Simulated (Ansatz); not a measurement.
`N[SiH2]O[SiH3]`: the same geometry under several functionals.

```yaml
crystal:
  periodic: [false, false, false]
  atoms:
    - {symbol: N, position_ang: [-0.459750, 2.295232, -0.214046]}
    - {symbol: Si, position_ang: [-0.842094, 0.638186, -0.257912]}
    - {symbol: O, position_ang: [0.410507, -0.352453, 0.113866]}
    - {symbol: Si, position_ang: [0.970387, -1.866626, 0.338491]}
    - {symbol: H, position_ang: [-0.352063, 2.783732, 0.659417]}
    - {symbol: H, position_ang: [0.078456, 2.726724, -0.947072]}
    - {symbol: H, position_ang: [-1.915683, 0.400580, 0.738118]}
    - {symbol: H, position_ang: [-1.276445, 0.316355, -1.639426]}
    - {symbol: H, position_ang: [0.835791, -2.663009, -0.910334]}
    - {symbol: H, position_ang: [2.403176, -1.788498, 0.716899]}
    - {symbol: H, position_ang: [0.213117, -2.547125, 1.422701]}
basis:
  gaussian: {orbitals: def2-TZVPP}
hamiltonian: {xc: {name: wB97X-V}}
output: {orbitals: {seedname: orbitals}}
```

```sh
$ ansatz run in.yaml --threads 4 --pin off --events-out ev --progress --plain
```

Output, abridged:

```
Functional definition: wB97X-V
1301 factors; their error is unknown
308 factors; integrals over basis functions are off by at most 1.1e-5 eV
mean field evaluation 1: about -19401.1671 eV, gradient 6.4e1 eV
mean field evaluation 2: about -19400.4346 eV, gradient 6.7e1 eV
mean field evaluation 4: about -19407.9586 eV, gradient 3.2e0 eV
mean field evaluation 8: about -19407.9869 eV, gradient 4.5e-2 eV
mean field evaluation 16: about -19408.0022 eV, gradient 6.8e-5 eV
mean field -19408.00223719 eV, -713.2309270005 hartree, gradient 6.8e-5 eV, S^2 0.000000; 0 other end points of the search recorded, 0 dependent functions left out
reference -19408.00223480 eV, -713.2309269125 hartree; 25, 25 occupied and 219, 219 virtual orbitals, 1301 factors
Total energy: -19408.00223480 eV, -713.2309269125 hartree
```

It took 4.7 s on 4 threads of a server CPU on a shared host, with 0.71 GiB of host memory at the peak.

The same input with `hamiltonian: {xc: {name: BHLYP}, dispersion: d4}` (abridged; 2.1 s):

```
Functional definition: BHLYP
mean field evaluation 16: about -19409.9714 eV, gradient 2.0e-5 eV
mean field -19409.97141115 eV, -713.3032928088 hartree, gradient 2.0e-5 eV, S^2 0.000000
Total energy: -19410.23860436 eV, -713.3131119779 hartree
```

The same input with `hamiltonian: {xc: hse06, dispersion: d4}` (abridged; 2.2 s):

```
Functional definition: HSE06
mean field -19400.26824876 eV, -712.9467081679 hartree, gradient 7.8e-5 eV, S^2 0.000000
Total energy: -19400.43703932 eV, -712.9529111065 hartree
```

The same input with `hamiltonian: {xc: {name: LC-wPBE}, dispersion: d4}` (abridged; 1.9 s):

```
WARN the engine holds no damping parameters fitted to this dispersion correction and functional, so the run takes those fitted to pbe0 (hamiltonian.dispersion, under Limitations)
Functional definition: LC-wPBE
mean field evaluation 16: about -19404.6857 eV, gradient 7.7e-5 eV
mean field -19404.68570090 eV, -713.1090465397 hartree, gradient 7.7e-5 eV, S^2 0.000000
Total energy: -19404.86626919 eV, -713.1156823020 hartree
```

With the line `hamiltonian: {xc: {name: B2PLYP}}` (abridged; 3.3 s):

```
Functional definition: B2PLYP
mean field evaluation 16: about -19396.3660 eV, gradient 3.6e-5 eV
mean field -19396.36598423 eV, -712.8033025915 hartree, gradient 7.6e-6 eV, S^2 0.000000
12 core orbitals not correlated: weight in the atoms' cores, before any rotation towards them, 1.000 or more for the frozen orbitals, at most 0.000 for the correlated occupied ones
second order -23.02063415 eV of doubles, -0.00000000 eV of singles
Total energy: -19402.58174066 eV, -713.0317274271 hartree
```

Changing it to `hamiltonian: {xc: {name: wB97M-V}}` and forces (abridged; 7 s):

```
Functional definition: wB97M-V
mean field evaluation 16: about -19408.9812 eV, gradient 6.4e-5 eV
mean field -19408.98119384 eV, -713.2669029936 hartree, gradient 6.4e-5 eV, S^2 0.000000
Total energy: -19408.98125206 eV, -713.2669051333 hartree
Atom 0 force     0.027807     0.057927     0.004692 eV/Å
Atom 1 force    -0.263062    -0.045244    -0.068653 eV/Å
Atom 2 force     0.026120     0.032983     0.004298 eV/Å
Atom 3 force     0.122320    -0.268063     0.045838 eV/Å
Atom 4 force     0.002730     0.000345    -0.028815 eV/Å
Atom 5 force    -0.012170     0.002330     0.026489 eV/Å
Atom 6 force     0.120706     0.021270    -0.108255 eV/Å
Atom 7 force     0.050586     0.031026     0.152552 eV/Å
Atom 8 force     0.013051     0.096374     0.146291 eV/Å
Atom 9 force    -0.174270    -0.011730    -0.045805 eV/Å
Atom 10 force     0.086182     0.082781    -0.128631 eV/Å
Dipole moment:     0.116068     0.221707     0.024121 e Å
```

HSE06 is the plane-wave form, built on full-range PBE exchange.

LC-ωPBE has ω = 0.4 bohr⁻¹; the program lends it PBE0's D4 damping.
